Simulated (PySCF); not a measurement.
Lewis adduct: BF3 (SMILES FB(F)F) (first 4 atoms) with H2O (SMILES O); geometry from B3LYP-D3(BJ)/def2-TZVP, rigid monomers moved along the line of their centres of mass till B2···O5 is 2.14 Å.
(charge 0, multiplicity 1):
```xyz
7

F      1.058    -0.784     0.302
B      0.029     0.025     0.572
F      0.211     1.347     0.370
F     -1.213    -0.460     0.369
O      0.034     0.018     2.717
H     -0.829    -0.283     3.030
H      0.161     0.922     3.034
```

Monomers are frozen at their geometry in the pair; levels with a basis set take the counterpoise correction. Rows marked so take none.

Rows in 3-21G, 6-31G*, STO-3G carry no dispersion term and start afresh at each structure (6-31G* with six Cartesian d functions).

Programs: PySCF for 3-21G rows, 6-31G* rows, STO-3G rows. Values without a source in brackets are computed.

Q: One of these levels gives -912.7 meV for the interaction energy. Name it.
A. HF/STO-3G (no counterpoise)
B. B3LYP/3-21G (no counterpoise)
C. B3LYP/6-31G* (no counterpoise)
D. HF/6-31G*

A: A, HF/STO-3G (no counterpoise). The others give -706.4 (HF/6-31G*), -1401.5 (B3LYP/3-21G (no counterpoise)), -831.9 (B3LYP/6-31G* (no counterpoise))
